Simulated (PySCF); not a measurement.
GaCl3, SMILES [Cl][Ga]([Cl])[Cl].

Geometry: PBE-D3(BJ)/def2-SVP. The isomer is the one that the SMILES or the coordinates give; other isomers of the formula were not compared.

Computed with PySCF with PBE-D3(BJ)/def2-SVP.

Frequencies are harmonic and unscaled.

Modes within 1.5 cm⁻¹ of each other (mostly degenerate sets) share a row, with their intensities summed.

### Question
List the normal modes with their intensities. (The exact figures need the calculation; the answer reports its results.)

### Answer

| mode | ν (cm⁻¹) | IR (km/mol) | moving atoms (share of kinetic energy) |
|---|---|---|---|
| 1–2 | 120 | 12.2 | Cl 83 %, Ga 17 % |
| 3 | 131 | 10.0 | Ga 60 %, Cl 40 % |
| 4 | 359 | 0.0 | Cl 100 % |
| 5–6 | 456 | 142.6 | Cl 57 %, Ga 43 % |
